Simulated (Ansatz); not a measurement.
Frontier orbitals of C₂H₁₁GeNSi, SMILES `CC[N]([SiH3])[GeH3]`.

```xyz
16

C     1.852   -0.372    0.570
C     1.011    0.289   -0.510
N    -0.430    0.161   -0.303
Si   -1.245   -1.158   -1.045
Ge   -1.207    1.298    0.919
H     1.627   -1.439    0.638
H     1.658    0.073    1.549
H     2.917   -0.259    0.355
H     1.266   -0.144   -1.485
H     1.275    1.352   -0.580
H    -2.702   -0.993   -0.810
H    -0.954   -1.174   -2.508
H    -0.834   -2.493   -0.516
H    -0.889    0.897    2.375
H    -2.724    1.264    0.696
H    -0.621    2.699    0.656
```

Charge 0, multiplicity 1. Correlated methods include outer-core shells of Ge, which these sets cover unevenly. Scalar relativity is left out up to krypton. All single points use the PBE0-D4/def2-TZVP geometry. It is one conformer, not always the lowest. Basis def2-TZVPP, Ansatz 0.2.0.

```csv
functional,HOMO (eV),LUMO (eV),gap (eV)
PBE,-5.52,-0.64,4.88
r2SCAN,-5.77,-0.29,5.48
PBE0,-6.80,0.22,7.02
r2SCAN0,-6.98,0.42,7.40
ωB97X-V,-9.16,2.22,11.38
ωB97M-V,-9.07,1.92,10.99
```

A quarter of exact exchange (PBE0) shifts PBE's HOMO by −1.28 eV and its LUMO by +0.85 eV; full exchange at long range (ωB97M-V) shifts them by −3.55 and +2.55 eV. The gap opens from 4.88 to 10.99 eV, since occupied levels lose self-interaction and empty ones feel all the electrons. A positive LUMO is unbound and depends on the basis.
